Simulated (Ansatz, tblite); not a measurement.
Removing an electron: (CuSH)2 ring (Cu₂H₂S₂). Total charge 0; singlet. Geometry: PBE0-D4/def2-SVP. Ansatz, gas phase; energy differences of separate SCF runs; the oxidised species was run as a doublet alone.

```xyz
6

Cu    0.3098   -0.7509    0.9341
S     0.9597   -1.3550   -1.1983
Cu    0.5131    0.8614   -0.7262
S    -0.0813    1.4729    1.4202
H    -0.2811   -1.6614   -1.6475
H    -1.4202    1.4330    1.2178
```

The xTB rows come from tblite.

(1) Estimate orbital energies and vertical ionisation energies at: GFN1-xTB; GFN2-xTB; PBE-D4/def2-TZVP; r2SCAN-D4/def2-TZVP; PBE0-D4/def2-TZVP.

## Answers

(1) 
| level | −HOMO (eV) | vertical IE (eV) | −LUMO (eV) | HOMO–LUMO gap (eV) |
| --- | --- | --- | --- | --- |
| GFN1-xTB | 10.70 | 13.42 | 6.68 | 4.03 |
| GFN2-xTB | 10.00 | 12.96 | 4.69 | 5.31 |
| PBE-D4/def2-TZVP | 4.94 | 7.86 | 2.45 | 2.49 |
| r2SCAN-D4/def2-TZVP | 5.03 | 7.84 | 2.16 | 2.87 |
| PBE0-D4/def2-TZVP | 6.26 | 8.14 | 1.55 | 4.71 |

  Raw xTB energy differences between charge states are shifted by several eV; the methods need an empirical correction for them.
